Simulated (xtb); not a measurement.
C2H8N2, SMILES NCCN. All values are semi-empirical tight-binding results from xtb (GFN2-xTB unless named), good for trends rather than for accurate numbers. Coordinates come from a GFN2-xTB optimisation. Other conformers were not sampled.

- point group as xtb finds it: C2
- orbital gap: 10.51 eV
- dipole moment: 2.33 D
- zero-point energy: 67.4 kcal/mol
- G − E(el) at 298.15 K (modified RRHO): 50.3 kcal/mol
- static polarisability (D4 model): 46.7 bohr³
- solvation energy, GFN2-xTB/ALPB(water): -4.6 kcal/mol
- solvation energy, GFN2-xTB/ALPB(dmso): -5.7 kcal/mol

Computed IR lines (harmonic; lines under 4 % of the strongest left out, lines within 3 cm⁻¹ merged):
ν (cm⁻¹): 250 (m), 259 (m), 293 (m), 821 (w), 904 (vs), 923 (m), 958 (m), 1033 (m), 1113 (m), 1160 (m), 1271 (w), 1331 (w), 1563 (m), 2800 (s), 2804 (s), 2981 (s), 3382 (m), 3418 (w) (against the strongest line: vs over 80 %, s over 45 %, m over 15 %, w over 4 %, vw less)
